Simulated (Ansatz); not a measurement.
Frontier orbitals of C7H9N, SMILES `N#CC1=CCCCC1`.

```
atom   x (Å)   y (Å)   z (Å)
  N1  -1.204   3.634   0.460
  C2  -0.819   2.550   0.376
  C3  -0.364   1.207   0.230
  C4   0.391   0.655   1.185
  C5   0.938  -0.728   1.095
  C6   0.818  -1.313  -0.305
  C7  -0.553  -1.019  -0.894
  C8  -0.780   0.479  -1.021
  H9   0.623   1.237   2.072
 H10   0.411  -1.361   1.822
 H11   1.983  -0.721   1.425
 H12   1.007  -2.388  -0.279
 H13   1.588  -0.872  -0.948
 H14  -0.663  -1.493  -1.873
 H15  -1.325  -1.448  -0.246
 H16  -1.832   0.696  -1.228
 H17  -0.218   0.885  -1.871
```

The species carries charge 0 and has multiplicity 1. All single points use the PBE0-D4/def2-TZVP geometry. Basis def2-TZVPP, Ansatz 0.2.0.

A caution on the coupled-cluster cation, which keeps the state that its UHF reference found: it lies well above the hybrids' cation and may not be the lowest state; spin contamination of the cation.

Orbital energies of one run (eV). Highest occupied ones, from the top: -7.13, -8.75, -9.15, -9.28, -9.33, -9.71, -9.88, -11.07, -11.14, -11.65, -12.19, -12.28, -13.01, -14.42. Empty: -1.41, 0.40, 0.76, 1.24, 1.43, 1.59.

**Question.** Which functional gave them?
A. HSE06 (plane-wave form)
B. PBE0
C. r2SCAN0
D. revPBE

**Answer.** A. HOMO energies: HSE06 -7.13, revPBE -6.37, r2SCAN0 -7.66, PBE0 -7.52 eV.
